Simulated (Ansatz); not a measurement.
Job for Ansatz (a quantum-chemistry and plane-wave program): SC-NEVPT2 on SA-CASSCF(2,2)/cc-pVTZ on C3H6 (SMILES C[C]C), 2S+1 = 3, a spin state set in the input, which need not be the lowest.

Ansatz 0.2 input:
```yaml
crystal:
  periodic: [false, false, false]
  atoms:
    - {symbol: C, position_ang: [1.34718353, -0.01740787, 0.04482774]}
    - {symbol: C, position_ang: [-0.01972422, 0.18091635, -0.43773972]}
    - {symbol: C, position_ang: [-1.33852199, -0.06203835, 0.14739793]}
    - {symbol: H, position_ang: [1.55110020, -1.07339872, 0.28224194]}
    - {symbol: H, position_ang: [1.54973852, 0.56307492, 0.95865233]}
    - {symbol: H, position_ang: [2.08375829, 0.29151843, -0.70109037]}
    - {symbol: H, position_ang: [-1.48859388, -1.12391171, 0.39833137]}
    - {symbol: H, position_ang: [-2.13967153, 0.22133437, -0.53979270]}
    - {symbol: H, position_ang: [-1.48995555, 0.51256193, 1.07474176]}
basis:
  gaussian:
    orbitals: cc-pVTZ
magnetization: {spin_polarized: false, initial_magnetization: 2}
correlation: {method: sc_nevpt2, electrons: outside_noble_gas, active_space: {window: {electrons: 2, orbitals: 2}, states: [{multiplicity: 1, weights: [1]}, {multiplicity: 3, weights: [1]}]}}
output: {orbitals: {seedname: ./end}}
```

Output:

```
WARN ansatz: RAYON_NUM_THREADS=2 ignored (pool sized by the plan → 2); use --threads N
Functional definition: HF
integrals: 0.31 GiB planned
2289 factors; integrals over basis functions are off by at most 2.0e-7 eV
mean field: 0.70 GiB planned
mean field evaluation 1: about -3181.8368 eV, gradient 2.6e1 eV
mean field evaluation 2: about -3181.8390 eV, gradient 2.6e1 eV
mean field evaluation 4: about -3184.7446 eV, gradient 3.4e0 eV
mean field evaluation 8: about -3184.8102 eV, gradient 7.1e-2 eV
mean field -3184.81023185 eV, -117.0396172785 hartree, gradient 2.4e-6 eV, S^2 2.000000; 0 other end points of the search recorded, 0 dependent functions left out
reference -3184.81023185 eV, -117.0396172785 hartree; 13, 11 occupied and 161, 163 virtual orbitals, 2289 factors
configuration interaction: 0.41 GiB planned
configuration interaction: 0.00 GiB planned
state -3183.96746250 eV, -117.0086460764 hartree
state -3183.96746250 eV, -117.0086460764 hartree; corrected -3197.00895726 eV, -117.4879121688 hartree
configuration interaction: 0.00 GiB planned
configuration interaction: 0.00 GiB planned
state -3184.70973743 eV, -117.0359241767 hartree
state -3184.70973743 eV, -117.0359241767 hartree; corrected -3197.57429856 eV, -117.5086880784 hartree
Total energy: -3197.29162791 eV, -117.4983001236 hartree
```

The run converged. The last total energy is the mean of the averaged states.

Cost: very roughly 17 core-seconds.
